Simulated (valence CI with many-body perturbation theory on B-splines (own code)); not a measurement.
As26+: calculated level list

Calculated by configuration interaction combined with many-body perturbation theory (CI+MBPT): five valence electrons over a frozen Dirac-Fock core [He], radial functions for each j: 9 s, 9 p, 8 d, 6 f, 3 g, 1 h, with the one-electron correlation potential Σ1, the two-electron term Σ2, the three-electron term Σ3, Breit, model QED; selected CI, second order for the rest (own B-spline code, finite nucleus).

No measured spectrum was set against this ion. As an estimate, large intervals hold to a few tenths of a per cent, small ones and those within an open d or f shell to about a per cent. Among the levels kept, up to 1600 cm⁻¹ of a level comes from second order outside the variational space, and about a tenth of that is noise between levels of different J, which matters for small intervals.

Levels 46 to 84 of 84, with energies above the lowest level, (2s^2 2p1/2^2 2p3/2) J=3/2. "Leading %" is the weight of the configuration and term that name the level; weights of strongly mixed levels are sums over their largest components and can fall short. In the jj column 3d3/2^4 stands for four electrons in 3d with j = 3/2. Lifetimes count E1, E2, E3, M1 and M2 decay at the calculated energies, and are blank where another channel may lead or the interval is too uncertain; long ones can be off by a factor of two.

```
No.  Configuration  Term    J  E (eV)  Leading %   Second component  Lifetime                     Leading jj
 46       2s²2p²3p   ²D°  5/2  1667.9         51  32 % 2s²2p²3p ²F°   15.5 ps      2s^2 2p3/2^2 3p3/2 (75 %)
 47       2s²2p²3p   ²F°  7/2  1669.4         59  39 % 2s²2p²3p ⁴D°   14.3 ps      2s^2 2p3/2^2 3p3/2 (90 %)
 48       2s²2p²3p   ²P°  1/2  1669.9         74  17 % 2s²2p²3p ²S°   3.03 ps      2s^2 2p3/2^2 3p3/2 (79 %)
 49       2s²2p²3d    ²F  7/2  1670.4         41   23 % 2s²2p²3d ⁴D   6.85 ps  2s^2 2p1/2 2p3/2 3d3/2 (70 %)
 50       2s²2p²3d    ²F  5/2  1670.7         45   37 % 2s²2p²3d ⁴P   28.4 fs  2s^2 2p1/2 2p3/2 3d5/2 (86 %)
 51       2s²2p²3d    ⁴D  3/2  1670.8         44   26 % 2s²2p²3d ²P   45.2 fs  2s^2 2p1/2 2p3/2 3d5/2 (85 %)
 52       2s²2p²3d    ⁴F  9/2  1673.5         61   38 % 2s²2p²3d ²G    235 ps  2s^2 2p1/2 2p3/2 3d5/2 (91 %)
 53        2s2p³3s   ⁴S°  3/2  1674.7         66   11 % 2s2p³3s ²P°    139 fs     2s 2p1/2^2 2p3/2 3s (57 %)
 54       2s²2p²3d    ⁴D  5/2  1677.8         39   31 % 2s²2p²3d ²D   22.7 fs  2s^2 2p1/2 2p3/2 3d3/2 (48 %)
 55       2s²2p²3d    ⁴P  3/2  1679.6         52   22 % 2s²2p²3d ²P   16.3 fs  2s^2 2p1/2 2p3/2 3d3/2 (78 %)
 56       2s²2p²3d    ⁴P  1/2  1681.2         61   24 % 2s²2p²3d ²S   16.2 fs  2s^2 2p1/2 2p3/2 3d3/2 (80 %)
 57       2s²2p²3d    ²D  5/2  1685.0         61   30 % 2s²2p²3d ²F   13.4 fs  2s^2 2p1/2 2p3/2 3d5/2 (57 %)
 58       2s²2p²3d    ²F  7/2  1685.1         43   38 % 2s²2p²3d ²G   21.5 fs  2s^2 2p1/2 2p3/2 3d5/2 (70 %)
 59       2s²2p²3d    ²P  1/2  1685.6         80    9 % 2s²2p²3d ²S   22.2 fs  2s^2 2p1/2 2p3/2 3d5/2 (74 %)
 60       2s²2p²3d    ²D  3/2  1686.3         76   14 % 2s²2p²3d ²P   24.7 fs  2s^2 2p1/2 2p3/2 3d5/2 (88 %)
 61       2s²2p²3p   ²P°  3/2  1687.0         67  12 % 2s²2p²3p ²D°   1.33 ps      2s^2 2p3/2^2 3p3/2 (89 %)
 62       2s²2p²3p   ²P°  1/2  1687.6         88   6 % 2s²2p²3p ⁴D°   5.61 ps      2s^2 2p3/2^2 3p1/2 (89 %)
 63        2s2p³3p    ⁶P  3/2  1695.1         78    12 % 2s2p³3p ⁴P   1.37 ps  2s 2p1/2^2 2p3/2 3p1/2 (57 %)
 64       2s²2p²3p   ²P°  3/2  1695.4         70  15 % 2s²2p²3p ²D°   4.15 ps      2s^2 2p3/2^2 3p3/2 (92 %)
 65        2s2p³3p    ⁶P  5/2  1696.5         66    22 % 2s2p³3p ⁴P    379 fs  2s 2p1/2^2 2p3/2 3p1/2 (52 %)
 66        2s2p³3s   ⁴D°  1/2  1703.5         69   17 % 2s2p³3s ²P°    188 fs     2s 2p1/2^2 2p3/2 3s (73 %)
 67        2s2p³3p    ⁶P  7/2  1704.7         83    13 % 2s2p³3p ⁴D   3.28 ps  2s 2p1/2^2 2p3/2 3p3/2 (57 %)
 68        2s2p³3s   ⁴D°  3/2  1705.1         54   20 % 2s2p³3s ⁴P°    239 fs     2s 2p1/2^2 2p3/2 3s (63 %)
 69        2s2p³3s   ⁴D°  5/2  1708.8         63   20 % 2s2p³3s ⁴P°    224 fs     2s 2p1/2 2p3/2^2 3s (68 %)
 70       2s²2p²3d    ²F  7/2  1710.5         54   30 % 2s²2p²3d ⁴D    555 fs      2s^2 2p3/2^2 3d5/2 (92 %)
 71        2s2p³3p    ⁴P  3/2  1712.7         69    10 % 2s2p³3p ²P   59.7 fs  2s 2p1/2^2 2p3/2 3p3/2 (63 %)
 72       2s²2p²3d    ²G  9/2  1713.0         61   38 % 2s²2p²3d ⁴F    223 ps      2s^2 2p3/2^2 3d5/2 (90 %)
 73       2s²2p²3d    ²D  3/2  1714.7         52   14 % 2s²2p²3d ⁴P   23.5 fs      2s^2 2p3/2^2 3d3/2 (86 %)
 74       2s²2p²3d    ²P  1/2  1714.9         70     9 % 2s2p³3p ⁴P   34.6 fs      2s^2 2p3/2^2 3d5/2 (37 %)
 75       2s²2p²3d    ²D  5/2  1715.0         33   16 % 2s²2p²3d ⁴D   24.1 fs      2s^2 2p3/2^2 3d3/2 (64 %)
 76        2s2p³3p    ⁴P  5/2  1715.3         53    19 % 2s2p³3p ⁶P   44.6 fs  2s 2p1/2^2 2p3/2 3p3/2 (38 %)
 77        2s2p³3p    ⁴P  1/2  1717.1         73    8 % 2s²2p²3d ²P   83.8 fs  2s 2p1/2^2 2p3/2 3p3/2 (49 %)
 78        2s2p³3s   ²D°  3/2  1718.3         55   17 % 2s2p³3s ²P°    172 fs     2s 2p1/2 2p3/2^2 3s (62 %)
 79       2s²2p²3d    ²F  7/2  1718.7         53   32 % 2s²2p²3d ²G   16.3 fs      2s^2 2p3/2^2 3d3/2 (90 %)
 80        2s2p³3s   ⁴D°  7/2  1719.7         98                       190 fs     2s 2p1/2 2p3/2^2 3s (98 %)
 81       2s²2p²3d    ²S  1/2  1723.1         61   26 % 2s²2p²3d ⁴P   20.3 fs      2s^2 2p3/2^2 3d3/2 (46 %)
 82       2s²2p²3d    ²P  3/2  1725.8         66   13 % 2s²2p²3d ⁴P   18.2 fs      2s^2 2p3/2^2 3d5/2 (81 %)
 83       2s²2p²3d    ²D  5/2  1727.2         62   28 % 2s²2p²3d ²F   19.6 fs      2s^2 2p3/2^2 3d5/2 (82 %)
 84        2s2p³3s   ²D°  5/2  1729.2         78   15 % 2s2p³3s ⁴D°    145 fs     2s 2p1/2 2p3/2^2 3s (94 %)
```

Where two levels of one J and parity lie close, their mixing, g and order are uncertain.
